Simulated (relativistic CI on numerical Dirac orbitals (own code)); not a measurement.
Inner-shell lines of Os58+

Computed by Dirac-Coulomb-Breit CI, separate exchange-only KLI orbitals for each configuration, model QED, valence Slater integrals scaled by 0.85 (own radial code, finite nucleus).

Configuration list (outside the closed core 1s2 2s2 3s2 3p6): 2p⁶, 2p⁵3d, 2p⁵4s, 2p⁵4d. Levels of other configurations are missing.

The table holds the strongest lines. The upper levels have an inner-shell vacancy. Auger decay, open to those above the ionisation limit, is not computed, and radiative decays to configurations outside the model are missing too. Absolute energies can be off by a few tenths of a per cent, and at this charge the scaling can make term splittings too narrow, so close lines can change order. LS names give the leading component, which can be well under half, for lower levels too. Brackets number the levels in order of energy.

```csv
E (eV),Upper,Lower,A (s⁻¹),gA (s⁻¹)
9241.4,2p⁵3d ³P°1 [4],2p⁶ ¹S0 [1],1.09e+14,3.26e+14
9366.2,2p⁵3d ¹P°1 [9],2p⁶ ¹S0 [1],2.77e+15,8.32e+15
10800.1,2p⁵3d ³D°1 [11],2p⁶ ¹S0 [1],1.72e+15,5.15e+15
11609.8,2p⁵4s ¹P°1 [15],2p⁶ ¹S0 [1],4.81e+13,1.44e+14
11958.9,2p⁵4d ³P°1 [18],2p⁶ ¹S0 [1],3.83e+13,1.15e+14
12005.0,2p⁵4d ¹P°1 [23],2p⁶ ¹S0 [1],9.66e+14,2.90e+15
13150.2,2p⁵4s ³P°1 [25],2p⁶ ¹S0 [1],1.58e+13,4.75e+13
13507.1,2p⁵4d ³D°1 [27],2p⁶ ¹S0 [1],5.98e+14,1.79e+15
```
